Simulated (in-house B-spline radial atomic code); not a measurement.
Configurations of Sb IX (Sb8+), with energies counted from [Kr] 4d7. Method: scalar-relativistic (X2C) wB97X, spin-polarised, spherical fractional occupations, Fermi nucleus of rms radius 4.6802 fm. Calculated with a B-spline radial code for spherical atoms. Shells without spins written out take the highest spin.

Caution: exact exchange at fractional occupations of open shells leaves self-interaction of up to several eV.

Occupations are held fixed; configurations that lie above the ionisation limit could autoionise.

| configuration | E - E(ref) (eV) | highest orbital | its <r> (bohr) |
| --- | --- | --- | --- |
| [Kr] 4d(4 up, 3 down) | 6.6931 | 4d down | 0.9282 |
| [Kr] 4d6 4f1 | 72.078 | 4f up | 1.2 |
| [Ar] 3d10 4s2 4p5 4d8 | 76.887 | 4d down | 0.9291 |
| [Ar] 3d10 4s2 4p5 4d7 5s1 | 124.43 | 5s up | 1.619 |
| [Ar] 3d10 4s2 4p5 4d7 5p1 | 142.8 | 5p up | 1.774 |
| [Ar] 3d(4 up, 5 down) 4s2 4p6 4d(2 up, 5 down) 5s(0 up, 1 down) | 565.95 | 5s down | 1.608 |
| [Ar] 3d(5 up, 4 down) 4s2 4p6 4d(2 up, 5 down) 5d(0 up, 1 down) | 608.94 | 5d down | 2.078 |

Order these further configurations by energy, lowest first.
A. [Ar] 3d10 4s2 4p(2 up, 3 down) 4d(2 up, 5 down) 5d(0 up, 1 down)
B. [Ar] 3d9 4s2 4p6 4d7 4f1
C. [Ar] 3d10 4s2 4p(2 up, 3 down) 4d(4 up, 4 down)
D. [Ar] 3d10 4s2 4p5 4d7 4f1
E. [Ar] 3d9 4s2 4p6 4d7 5p1

C (81.726 eV), D (151.14 eV), A (165.92 eV), E (584.39 eV), B (592.3 eV).

How far above the reference does [Kr] 4d6 5f1 lie?

108.51 eV; its least bound orbital is 5f up with <r> = 2.743 bohr.

How far above the reference does [Kr] 4d6 5d1 lie?

86.292 eV; its least bound orbital is 5d up with <r> = 2.103 bohr.
